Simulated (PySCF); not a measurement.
**Static response to an electric field**

Species: C7H7NO.
Geometry (GFN2-xTB, Å), atoms numbered from 1 in this order:
```xyz
16
C7H7NO angstrom
O      1.576   -2.137   -0.725
C      2.249   -1.388   -0.069
N      1.866   -0.170    0.397
C      0.621    0.392    0.182
C      0.046    1.555    0.501
C     -1.286    1.168   -0.101
C     -2.161    0.341    0.819
C     -1.578   -0.811    0.506
C     -0.609   -0.185   -0.474
H      3.288   -1.621    0.234
H      2.525    0.386    0.923
H      0.354    2.431    1.040
H     -1.751    1.830   -0.822
H     -2.938    0.639    1.497
H     -1.680   -1.831    0.823
H     -0.530   -0.590   -1.474
```

Level: PBE0/def2-SVPD (PySCF), static field, nuclei fixed, core orbitals frozen in the response. The polarisability tensor in these axes (au):

```
x    98.08 -13.34  -2.79
y   -13.34  96.85   8.91
z    -2.79   8.91  65.72
```

Problem. Give the principal values, the mean and the anisotropy Δα = √{½[(α1 − α2)² + (α2 − α3)² + (α1 − α3)²]}.

Solution. Principal values 63.33, 85.05 and 112.27 au; mean 86.88 au = 12.87 Å³ = 14.33 × 10⁻⁴⁰ C²·m²/J; Δα = 42.48 au (49 % of the mean).

Problem. What is the dipole moment, and where does it point?

Solution. (1.40, 2.45, 1.89) D, 3.40 D in size, pointing from the negative to the positive side. Measured along this direction, the outermost atoms are H15 and H16 at the negative end and H12 at the positive end.

Problem. What molar refraction does this α imply?

Solution. Lorentz–Lorenz: R = (4π/3)N_A α = 2.5225 cm³/(mol·Å³) × 12.87 Å³ = 32.5 cm³/mol, in the limit of long wavelengths.

Problem. Find the Langevin capture rate constant for H3O+ (19.018 u) meeting this molecule (121.053 u), k = 2.342 × 10⁻⁹ cm³/s × √(α in Å³ / reduced mass in u).

Solution. The reduced mass is 16.44 u, so k = 2.07 × 10⁻⁹ cm³/s. The formula leaves out the permanent dipole, which adds to the capture rate.

Problem. Refractivity n − 1 of an ideal gas of it at 298.15 K and 1 atm, from the electronic α?

Solution. N = p/kT = 2.4615 × 10¹⁹ cm⁻³, so n − 1 = 2π × N × 12.87 × 10⁻²⁴ cm³ = 1991 × 10⁻⁶ at long wavelengths, for an ideal gas.

Problem. Rayleigh depolarisation ratio (linearly polarised light, static tensor)?

Solution. ρ = 3Δα²/(45ᾱ² + 4Δα²) = 5412.5/(339694 + 7216.6) = 0.0156.

One conformer (not necessarily the lowest) at the GFN2-xTB geometry, without solvent, vibrations or thermal averaging.
